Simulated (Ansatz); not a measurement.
Computed with Ansatz on PBE0-D4/def2-TZVP structures; ΔE is electronic, products minus reactants. CCSD(T)/CBS is the MP2 limit (def2-TZVPP, def2-QZVPP) plus CCSD(T) − MP2 in def2-TZVPP, frozen cores. This one scheme is used for every species, atoms too. Functionals use def2-TZVPP. B3LYP here is the variant with VWN-RPA as its local correlation; programs differ in this. Open shells (•) are unrestricted, without spin–orbit coupling. Spin–orbit coupling would lower the free atoms: a little for O, Si. For Zn outer-core shells are correlated without core-valence functions, so the limit isn't a true one: a few kJ/mol of doubt a bond, and 10 to 20 or more in all where bonds break to atoms. Scalar relativity is left out up to krypton. Each species was taken in one conformer, which may not be the lowest.

Consider the atomization: `O[SiH2][Zn][SiH3]` → 6 H• + O• + 2 Si• + Zn (atom).

`O[SiH2][Zn][SiH3]`:

```xyz
10

O    -1.800    2.415   -0.625
Si   -1.709    0.793   -0.991
Zn    0.128   -0.347    0.084
Si    1.955   -1.470    1.162
H    -1.043    2.955   -0.852
H    -1.666    0.605   -2.477
H    -3.020    0.245   -0.543
H     2.946   -0.510    1.732
H     2.708   -2.351    0.221
H     1.500   -2.336    2.289
```

Question: What is ΔE at CCSD(T)/CBS? (An estimate is asked.)

Answer: Ansatz gave: +29.21 eV.

Question: What do these levels give: PBE-D4, B3LYP-D4, ωB97M-V, B2PLYP, PBE0, MP2/def2-TZVPP? (Estimate.)

Answer: Computed: PBE-D4 28.94, B3LYP-D4 28.92, ωB97M-V 29.18, B2PLYP 28.62, PBE0 28.57, MP2/def2-TZVPP 28.43 eV.

Largest T1 diagnostic among the species: 0.017.

In def2-TZVPP, CCSD(T) changes the Hartree–Fock value by +6.95 eV (the triples alone add +0.32 eV) and MP2 by +7.04 eV; breaking electron pairs costs correlation energy, which Hartree–Fock lacks. From PBE to PBE0 (25 % exact exchange), in def2-TZVPP and without D4, ΔE moves by −0.18 eV: exact exchange takes away binding that semilocal exchange gives to molecules. The D4 term adds +0.30 eV with B3LYP and +0.16 eV with PBE0; it sums over pairs of atoms, weighted by their polarisabilities, and B3LYP, whose exchange is more repulsive, gets the larger term.

For atomizations the MP2-based limit and the directly extrapolated one differ by several kJ/mol either way, and by 10 to 25 for some Ge, Se and Sn compounds, so smaller differences from it don't rank the levels.
